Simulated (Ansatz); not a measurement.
Compare A (`CS[Si]O`) with its isomer B (`OC1[SiH2]S1`).

Computed with Ansatz on PBE0-D4/def2-TZVP structures; ΔE is electronic, products minus reactants. CCSD(T)/CBS adds triple-zeta CCSD(T) − MP2 to the extrapolated MP2 energy (def2 sets, frozen cores). This one scheme is used for every species. DFT in def2-TZVPP. B3LYP here is the variant with VWN-RPA as its local correlation; programs differ in this. Each species was taken in one conformer, which may not be the lowest.

Task: Which isomer does CCSD(T)/CBS put lower? Give the gap. (An estimate is asked.)

Result: Ansatz gave: A, by 172.2 kJ/mol.

Task: Give E(B) − E(A) in kJ/mol with CCSD(T)/def2-TZVPP, B3LYP-D4, CCSD/def2-TZVPP, MP2/def2-TZVPP, PBE0-D4, PBE-D4, B2PLYP. (Best estimate.)

Result: Computed: CCSD(T)/def2-TZVPP 172.5, B3LYP-D4 178.9, CCSD/def2-TZVPP 175.6, MP2/def2-TZVPP 167.4, PBE0-D4 160.3, PBE-D4 161.9, B2PLYP 176.1. None reverses the order clearly.

Largest T1 diagnostic: 0.014.

In def2-TZVPP, CCSD(T) changes the Hartree–Fock value by −8.8 kJ/mol (the triples alone add −3.0 kJ/mol) and MP2 by −13.9 kJ/mol.
